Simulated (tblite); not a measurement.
Parent: `[cH:1]1[cH:2][n:3][n:4][n:5][cH:6]1`, C3H3N3.

The geometries are computed with GFN2-xTB (gas phase). One conformer each, not checked by frequencies here.

| coordinate of the parent | value |
| --- | --- |
| C1–C2 | 1.389 Å |
| C2–N3 | 1.326 Å |
| N3–N4 | 1.289 Å |
| N4–N5 | 1.289 Å |
| N5–C6 | 1.326 Å |
| C1–C6 | 1.389 Å |
| C2–C1–C6 | 114.5° |
| C1–C2–N3 | 121.1° |
| C2–N3–N4 | 120.4° |
| N3–N4–N5 | 122.5° |
| N4–N5–C6 | 120.4° |
| C1–C6–N5 | 121.1° |

Task: How does the shared frame change in `[Cl:1][c:2]1[cH:3][cH:4][n:5][n:6][n:7]1`, C3H2ClN3? Atoms pair as C1 = C3, C2 = C2, N3 = N7, N4 = N6, N5 = N5, C6 = C4 (parent first).

Result: 
| parent | relative | value in the relative | change |
| --- | --- | --- | --- |
| C1–C2 | C3–C2 | 1.394 Å | +0.005 |
| C2–N3 | C2–N7 | 1.325 Å | -0.001 |
| N3–N4 | N7–N6 | 1.289 Å | 0.000 |
| N4–N5 | N6–N5 | 1.284 Å | -0.005 |
| N5–C6 | N5–C4 | 1.329 Å | +0.003 |
| C1–C6 | C3–C4 | 1.386 Å | -0.003 |
| C2–C1–C6 | C2–C3–C4 | 114.1° | -0.4 |
| C1–C2–N3 | C3–C2–N7 | 121.4° | +0.3 |
| C2–N3–N4 | C2–N7–N6 | 120.1° | -0.3 |
| N3–N4–N5 | N7–N6–N5 | 122.7° | +0.2 |
| N4–N5–C6 | N6–N5–C4 | 120.4° | 0.0 |
| C1–C6–N5 | C3–C4–N5 | 121.3° | +0.2 |

Of the parent's bonds, C1–C2 and N4–N5 change most and about equally (-0.005 to +0.005 Å). Bonds of the relative outside the shared frame: Cl1–C2 1.710 Å. Point group C2v → Cs.
